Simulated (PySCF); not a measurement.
## Rotational lines of CaBe

Lines J+1 ← J of the vibrational ground state, computed from revPBE constants of CaBe, ¹Σ⁺ (singlet), closed shell (Ca pcseg-2, Be pcseg-2; no relativity (PySCF 2.14); masses 39.9626 and 9.0122 u), in MHz:

| J | ν (MHz) |
| --- | --- |
| 0 | 12519.2 |
| 1 | 25037.5 |
| 2 | 37554.2 |
| 3 | 50068.4 |
| 4 | 62579.1 |

Find B0 and the effective bond length r0; with αe = 0.00410 cm⁻¹, find Re.

ν = 2B0(J+1) − 4D(J+1)³ gives B0 = 0.20880 cm⁻¹. With the reduced mass μred = 7.3538 u, r0 = √(16.8576/(μred·B0)) (u, cm⁻¹, Å) = 3.3134 Å. Be = B0 + αe/2 = 0.21085 cm⁻¹ gives Re = 3.297 Å.

Closed-shell solutions of metal pairs were not tested for spin polarisation, which can lower them a little. The bond is weak. Basis-set superposition, not corrected here, can be much of De in a small basis, most of all at correlated wavefunction levels. Functionals without a dispersion term scatter widely for such bonds, and LDA overbinds them.
